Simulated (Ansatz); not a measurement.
The cluster H6Au3, relaxed as a doublet with UKS PBE0-D4/def2-SVP in Ansatz, starting from the GFN2-xTB geometry. Force threshold 0.02 eV/Å.

In the def2 sets Au takes a core potential; there is no spin–orbit coupling. The relaxation made no stability test and no search for a lower SCF solution. No other spin state of charge 0 was run. The structure comes from a short search, and lower isomers may exist.

Start:

```
atom   x (Å)   y (Å)   z (Å)
 Au1   1.577  -0.481   0.961
 Au2  -1.324   0.587   0.053
 Au3   0.748  -0.688  -1.632
  H4   2.028  -1.281  -1.956
  H5  -1.906   1.147   1.246
  H6   2.230  -0.481   2.284
  H7  -0.756  -0.005  -1.291
  H8  -0.054   0.244   0.969
  H9  -2.543   0.958  -0.633
```

| step | energy (eV) | largest force component (eV/Å) | SCF passes |
| --- | --- | --- | --- |
| 1 | -11174.5577 | 3.769 | 19 |
| 2 | -11175.9373 | 0.522 | 28 |
| 3 | -11175.9897 | 0.355 | 26 |
| 4 | -11176.0047 | 0.133 | 23 |
| 5 | -11176.0076 | 0.039 | 27 |
| 6 | -11176.0089 | 0.016 | 26 |

Force components are those of the run's own axes.

End:

Cartesian coordinates in Å:
```
Au 1.6271 -0.5257 0.8248
Au -1.2829 0.5610 0.0245
Au 0.7220 -0.6943 -1.6954
H 2.1896 -1.3263 -1.8127
H -1.8853 1.1531 1.3589
H 2.1064 -0.4056 2.3275
H -0.9019 -0.0116 -1.6046
H 0.1068 0.2045 1.1233
H -2.6818 1.0449 -0.5463
```

By distances, no bond broke or formed. The bond that changes most is Au2–H8, from 1.60 to 1.81 Å (atoms count from 1).

No frequencies were taken in this run, so the end may be a saddle point.

Hardware: 4 threads of Arm Neoverse V2 on a shared host. Wall time 18 s.
